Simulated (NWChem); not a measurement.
# Correlation energy of ClGa

```xyz
2

Ga     0.0000     0.0000    -0.7909
Cl     0.0000     0.0000     1.4423
```
Charge 0, spin multiplicity 1.

The numbers come from NWChem runs, not from measurements. Structure: optimised with B3LYP/def2-SVP, a minimum by its harmonic frequencies.

Basis set: STO-3G. Each correlation energy counts from its own Hartree-Fock reference.

The Hamiltonian is non-relativistic. The correlated methods keep 14 core orbitals frozen. The structure started from a generated list of species. No row is a measurement; the coupled-cluster row has its own basis-set and correlation limits.

Question: Order these methods by the correlation energy they give, lowest first: MP2, SCS-MP2, CCSD, CCSD+T(CCSD).

Answer: CCSD+T(CCSD) (-235.1 mHa), CCSD (-54.9 mHa), SCS-MP2 (-43.2 mHa), MP2 (-41.8 mHa)
